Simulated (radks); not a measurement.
Values are calculated unless marked as measured or tabulated.
Polarisability of neutral cadmium, [Kr] 4d10 5s2, at imaginary frequency. Level of theory: non-relativistic Kohn-Sham, PBE, spin-polarised, spherical densities, point nucleus; relativity is left out, which matters for an element this heavy (a radial shooting solver on a logarithmic mesh with Libxc functionals). Response by self-consistent Sternheimer equations with the Hartree and adiabatic LDA kernel.

w (hartree),alpha1(iw) (bohr^3),alpha2(iw) (bohr^5)
0.00266,56.25,595.9
0.0143,55.94,594.1
0.0360,54.29,584.3
0.0697,49.62,554.8
0.118,41.06,492.5
0.186,30.35,395.5
0.280,20.68,282.9
0.413,13.61,181.7
0.605,8.894,107.0
0.892,5.772,58.79
1.35,3.617,30.24
2.12,2.066,14.29
3.59,0.9828,5.858
6.94,0.3442,1.820
17.5,0.07532,0.3162

Static values: alpha1 = 56.26 bohr^3 (8.336 angstrom^3; uncoupled 105.6), alpha2 = 596.0 bohr^5, alpha3 = 11270 bohr^7. C6 = 520.1, C8 = 30360, triple-dipole C9 = 20290 atomic units. One-pole (London) frequency 4 C6 / (3 alpha1^2) = 0.219 hartree, against 0.194 for minus the highest occupied eigenvalue. Recommended static value: 46 bohr^3 (Schwerdtfeger and Nagle, 2023 table).
